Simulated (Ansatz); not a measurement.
**Ligand exchange: C3H9BO2 + C2H8OSi → C2H7BO2 + C3H10OSi**

Species: C3H9BO2 (boronic acid, methyl-, dimethyl ester) `COB(C)OC`, singlet; C2H8OSi `CO[SiH2]C`, singlet; C2H7BO2 `COB(C)O`, singlet; C3H10OSi `CO[SiH](C)C`, singlet. The partners trade CH3 for H: O–CH3 and Si–H bonds give way to O–H and Si–CH3.

Shapes, held fixed at every level: PBE0-D4/def2-TZVP. Flexible molecules stand in one conformer, not always the lowest. Programs: Ansatz 0.2.0. Electronic energies: no zero-point or thermal term.

**Question.** Estimate ΔE of this reaction.

**Answer.** The highest level, CCSD(T)/CBS estimate, gives ΔE = -104.7 kJ/mol; the levels span -105.0 to -98.8. The column of differences is taken from that level and isn't an error. No measured value is set beside it here. The CBS estimate extrapolates MP2 from def2-TZVPP and def2-QZVPP and adds CCSD(T) − MP2 in the triple-zeta set, cores frozen.

| level | kind | ΔE (kJ/mol) | less CCSD(T)/CBS estimate |
| --- | --- | --- | --- |
| PBE0-D4/def2-TZVPP | global hybrid | -105.0 | -0.3 |
| wB97M-V/def2-TZVPP | range-separated hybrid | -104.6 | +0.1 |
| wB97X-V/def2-TZVPP | range-separated hybrid | -98.8 | +5.9 |
| B2PLYP/def2-TZVPP | double hybrid | -100.1 | +4.6 |
| CCSD(T)/def2-TZVPP | coupled cluster or CI | -101.8 | +2.9 |
| CCSD/def2-TZVPP | coupled cluster or CI | -101.1 | +3.6 |
| CCSD(T)/CBS estimate | coupled cluster or CI | -104.7 | 0.0 |
